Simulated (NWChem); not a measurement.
C2H3CaFO2

```xyz
9

Ca     0.0034     1.1563     0.0000
F     -0.0077     3.2014     0.0000
C     -0.0111    -3.0334     0.0000
C      0.0120    -1.5185     0.0000
O      0.0072    -0.9005    -1.1180
O      0.0072    -0.9005     1.1180
H      0.4687    -3.4246     0.8998
H      0.4687    -3.4246    -0.8998
H     -1.0556    -3.3689     0.0000
```
Atoms are numbered in this order, from 1.

Computed with NWChem. Pople sets run with spherical d functions. Structure relaxed at the B3LYP/6-31G* (spherical d) level. Level M06-L/6-31G*: energy and gradient on several grids; changes count from the extra-fine grid, which is no exact limit either.

```json
[
 {"grid": "xcoarse", "size of the energy change (μHa)": "4000", "largest change of a gradient component (μHa/bohr)": "8000"},
 {"grid": "coarse", "size of the energy change (μHa)": "1000", "largest change of a gradient component (μHa/bohr)": "4000"},
 {"grid": "medium", "size of the energy change (μHa)": "40", "largest change of a gradient component (μHa/bohr)": "1000"},
 {"grid": "fine", "size of the energy change (μHa)": "10", "largest change of a gradient component (μHa/bohr)": "500"},
 {"grid": "xfine", "size of the energy change (μHa)": "< 10", "largest change of a gradient component (μHa/bohr)": "< 30"}
]
```
